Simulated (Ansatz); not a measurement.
Relaxation of C2H6IInSi (11 atoms, charge 0, multiplicity 1), to a largest force component of 0.015 eV/Å in at most 40 steps.

The calculation used RKS PBE0-D4/def2-SVP in Ansatz.

```xyz
11
Properties=species:S:1:pos:R:3
Si -1.314 -0.486 0.811
C 0.265 -0.262 -0.096
I 1.504 -1.894 0.415
C 0.999 1.066 0.285
In 1.445 -0.124 -2.054
H -1.133 -0.412 2.251
H -2.222 0.676 0.438
H -1.955 -1.695 0.407
H 1.958 1.118 -0.082
H 0.343 1.905 -0.102
H 0.175 0.050 -2.253
```

Problem. Where does it end, and by what steps?

Solution. The forces met the threshold. After 13 steps the energy has fallen by 5.270 eV; H11 moved furthest, 1.07 Å. The start is strongly strained (largest force component 14 eV/Å), so its close contacts needn't be bonds. Parted: C2–In5 (2.29 → 3.02 Å), I3–In5 (3.04 → 3.68 Å).

```csv
step,energy less start (eV),largest force component (eV/Å),accepted
0,0.0000,13.742,yes
1,-3.3651,4.046,yes
2,-4.6193,1.944,yes
3,-4.9610,0.834,yes
4,-5.1025,0.462,yes
5,-5.1708,0.319,yes
6,-5.2254,0.452,yes
7,-5.2352,0.371,yes
8,-5.2550,0.211,yes
9,-5.2331,0.515,no
10,-5.2657,0.156,yes
11,-5.2632,0.178,no
12,-5.2694,0.038,yes
13,-5.2700,0.007,yes
```

```xyz
11
Properties=species:S:1:pos:R:3
Si -1.304 -0.418 0.622
C 0.551 -0.124 0.428
I 1.765 -1.860 0.448
C 1.157 1.072 0.291
In 1.020 0.158 -2.537
H -1.585 -0.413 2.098
H -2.037 0.729 0.013
H -1.722 -1.735 0.078
H 2.243 1.201 0.259
H 0.548 1.985 0.282
H -0.570 -0.652 -1.960
```

The run took 70 s on 2 threads of Intel(R) Xeon(R) 6975P-C (Granite Rapids) (shared host), peak memory 0.44 GiB.
